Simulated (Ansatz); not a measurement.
System: GaF, charge 0, multiplicity 1. SMILES: [Ga][F]
Structure (B3LYP-D3(BJ)/def2-TZVP (Ansatz, an electronic-structure program) minimum search):
```
Ga
F 1 1.8005
```
Charge 0, spin multiplicity 1.

Property: vertical ionisation energy (to the doublet state of charge +1; each state is the SCF solution reached for its spin), in eV. Correlated levels leave the core frozen unless marked. Open shells are spin-unrestricted. Spin-orbit coupling is left out. Frozen are the shells of the preceding noble gas and the d and f shells that filled before the atom's block. Non-relativistic. Basis-set limits of correlation are two-point, X^-3; Hartree-Fock from the larger set.

CCSD(T)/CBS(aug-cc-pVTZ,aug-cc-pVQZ) (Ansatz) gives 10.31 eV.

Q: Another calculation gave 10.45 eV. Which level was it?
(A) PBE0/def2-TZVPD (Ansatz)
(B) CAM-B3LYP/def2-TZVPD (Ansatz)
(C) wB97M-V/def2-TZVPD (Ansatz)

A: A, PBE0/def2-TZVPD (Ansatz). The others give 10.71 (CAM-B3LYP), 10.58 (wB97M-V) eV.
